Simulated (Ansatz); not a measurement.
`[F][ZnH]`, relaxed with RKS PBE0-D4/def2-TZVP in Ansatz from a GFN2-xTB geometry. The force threshold is 0.005 eV/Å; the program also tests the step.

Total charge 0; spin multiplicity 1.

Start:

```xyz
3

F    -1.024   -0.271    1.189
Zn    0.048    0.014   -0.053
H     0.976    0.258   -1.136
```

```
step  energy (eV)  largest force (eV/Å)  largest move (Å)
   1  -51145.2387                 1.986             0.000
   2  -51145.3296                 1.018             0.035
   3  -51145.3628                 0.135             0.035
   4  -51145.3634                 0.014             0.005
   5  -51145.3634                 0.000             0.000
```

End:

```xyz
3

F    -1.072   -0.284    1.247
Zn    0.052    0.014   -0.060
H     1.020    0.270   -1.186
```

Run time 4.9 s (2 threads of an AMD EPYC 7R13 on a shared host); peak host memory 0.18 GiB.
